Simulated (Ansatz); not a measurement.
Mulliken charges of ClH₅OSiSn (`O[SiH2][SnH2][Cl]`) from ωB97M-V/def2-TZVPP in Ansatz (PBE0-D4/def2-TZVP geometry).

```json
{"atom": "O1", "x (Å)": "-1.383", "y (Å)": "0.432", "z (Å)": "1.398", "charge (e)": "-0.383"}
{"atom": "Si2", "x (Å)": "-0.923", "y (Å)": "0.887", "z (Å)": "-0.110", "charge (e)": "0.320"}
{"atom": "Sn3", "x (Å)": "1.021", "y (Å)": "-0.695", "z (Å)": "-0.710", "charge (e)": "0.448"}
{"atom": "Cl4", "x (Å)": "1.406", "y (Å)": "-1.459", "z (Å)": "1.505", "charge (e)": "-0.388"}
{"atom": "H5", "x (Å)": "-0.739", "y (Å)": "-0.082", "z (Å)": "1.899", "charge (e)": "0.201"}
{"atom": "H6", "x (Å)": "-2.069", "y (Å)": "0.736", "z (Å)": "-1.040", "charge (e)": "-0.024"}
{"atom": "H7", "x (Å)": "-0.443", "y (Å)": "2.294", "z (Å)": "-0.159", "charge (e)": "-0.033"}
{"atom": "H8", "x (Å)": "0.700", "y (Å)": "-2.117", "z (Å)": "-1.596", "charge (e)": "-0.071"}
{"atom": "H9", "x (Å)": "2.518", "y (Å)": "-0.043", "z (Å)": "-1.204", "charge (e)": "-0.071"}
```

Task: By hand: the dipole of these point charges (1 e Å = 4.8032 D).

Result: Σ q r = (-0.167, 0.417, -0.862) e Å, of length 0.972 e Å = 4.67 D.

Task: How does the dipole of the full density compare? (Estimate.)

Result: Computed: (-0.001, 0.181, -0.493) e Å, 2.52 D; the point charges give 1.85 times that, at 11° from its direction.

Point charges leave out the atoms' own dipoles, such as those of lone pairs, and Mulliken's split depends on the basis, so the two needn't agree.
